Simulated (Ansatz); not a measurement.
Reaction (ligand exchange at the Si–O bond): `[SiH3]O[Si]S` + NH₃ → `N[Si]S` + silanol

Program: Ansatz. Geometries: PBE0-D4/def2-TZVP. ΔE: electronic, gas phase. CCSD(T)/CBS is the MP2 limit (def2-TZVPP, def2-QZVPP) plus CCSD(T) − MP2 in def2-TZVPP, frozen cores. This one scheme is used for every species. DFT in def2-TZVPP. B3LYP here is the variant with VWN-RPA as its local correlation; programs differ in this. HSE06 is defined as in plane-wave codes. One conformer a species, not always the lowest.

```
             level  ΔE (kJ/mol)  difference from CCSD(T)/CBS
          HSE06-D4         28.9                         -4.7
              BLYP         33.5                         -0.1
             B3LYP         33.0                         -0.6
             BHLYP         34.1                          0.5
     HF/def2-TZVPP         37.0                          3.4
    MP2/def2-TZVPP         33.2                         -0.4
     HF/def2-QZVPP         38.2                          4.6
SCS-MP2/def2-QZVPP         34.4                          0.8
    CCSD/CBS(def2)         33.6                          0.0
        HF/CBS(cc)         38.1                          4.5
       CCSD(T)/CBS         33.6                            0
```

Largest T1 diagnostic among the species: 0.015.

The D4 term adds +4.1 kJ/mol with B3LYP and +2.5 kJ/mol with PBE0; it sums over pairs of atoms, weighted by their polarisabilities, and B3LYP, whose exchange is more repulsive, gets the larger term. Leaving LDA and LC-ωPBE aside and taking each functional with its dispersion term where it has one, the values, not all of them listed here, spread over 10.0 kJ/mol, from HSE06-D4 to BHLYP-D4. LDA lies −3.3 kJ/mol from PBE without D4.
